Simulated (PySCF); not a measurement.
**Ions at one geometry of Yb(SH)2**

PySCF 2.14.0, RKS PBE0, Yb def2-SVP with ECP28, S def2-SVP, H def2-SVP; non-relativistic Hamiltonian with scalar-relativistic core potentials where named; density fitting; no spin-orbit coupling; singlets restricted, open shells unrestricted. The geometry is relaxed for charge 0, singlet, vacuum:

```xyz
5

Yb    0.0000    0.0000   -0.0979
S     2.4175    0.0007    0.8959
H     2.9209   -0.2860   -0.3306
S    -2.4175   -0.0007    0.8959
H    -2.9209    0.2860   -0.3306
```

Energies count from the relaxed state; an electron taken off or put on is at rest in vacuum. Charges and spins are Mulliken's.

```json
{"state": "charge 0, singlet, vacuum", "energy (eV)": "0.00", "spin squared": "0.00", "charge on Yb1 (e)": "0.75", "spin on Yb1 (e)": "0.00", "dipole about the centre of mass (D)": "6.56"}
{"state": "charge +1, doublet, vacuum", "energy (eV)": "8.10", "spin squared": "0.76", "charge on Yb1 (e)": "1.06", "spin on Yb1 (e)": "0.14", "dipole about the centre of mass (D)": "4.84"}
```

Problem. What does the state charge -1, doublet, vacuum give?

Solution. energy (eV) -1.02, spin squared 0.75, charge on Yb1 (e) -0.07, spin on Yb1 (e) 1.00, dipole about the centre of mass (D) 0.43.

With an electron taken off (doublet) the charges change, summed by element, by Yb +0.30 e, S +0.55 e, H +0.15 e. The vertical ionisation energy is 8.10 eV, against −ε(HOMO) = 6.05 eV of the relaxed state. The level lies 2.0 eV too high, as is usual for semilocal functionals and global hybrids, which keep a self-interaction error.

With an electron put on (doublet) the charges change, summed by element, by Yb -0.83 e, S -0.18 e, H +0.01 e. The vertical electron affinity is 1.02 eV, against −ε(LUMO) = 2.25 eV of the relaxed state. The basis has no diffuse functions, which an added electron needs. The added electron's level lies above zero.

Open shells may have lower solutions than those found.
